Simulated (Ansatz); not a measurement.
```yaml
crystal:
  periodic: [false, false, false]
  atoms:
    - {symbol: C, position_ang: [0.017462, 0.998487, -0.021564]}
    - {symbol: h, position_ang: [0.038684, -0.940052, 0.083412]}
    - {symbol: F, position_ang: [1.197462, -1.772373, 1.099476]}
    - {symbol: Br, position_ang: [-1.328866, -2.383278, -1.026230]}
    - {symbol: H, position_ang: [-0.946552, 1.349226, -0.387313]}
    - {symbol: H, position_ang: [0.222690, 1.421759, 0.962012]}
    - {symbol: H, position_ang: [0.799129, 1.326232, -0.709794]}
basis:
  gaussian: {orbitals: def2-SVPD, fitting: {mean_field: cc-pVTZ-jkfit}}
hamiltonian: {xc: {name: revPBE0}, pseudopotentials: {relativity: none}}
output: {forces: true}
```

```sh
$ ansatz run in.yaml --threads 4 --pin off --events-out ev --progress --plain --max-ram 10444MiB
```

Shortened log:

```
Error: YAML parse error: error: line 5 column 16: `h` is not an element symbol (H … Og, case-exact)
 --> <input>:5:16
  |
3 |   atoms:
4 |     - {symbol: C, position_ang: [0.017462, 0.998487, -0.021564]}
5 |     - {symbol: h, position_ang: [0.038684, -0.940052, 0.083412]}
  |                ^ `h` is not an element symbol (H … Og, case-exact)
6 |     - {symbol: F, position_ang: [1.197462, -1.772373, 1.099476]}
7 |     - {symbol: Br, position_ang: [-1.328866, -2.383278, -1.026230]}
  |
```

Problem. What is wrong with this run?

Solution. An element symbol is wrong. The input was rejected before any iteration.
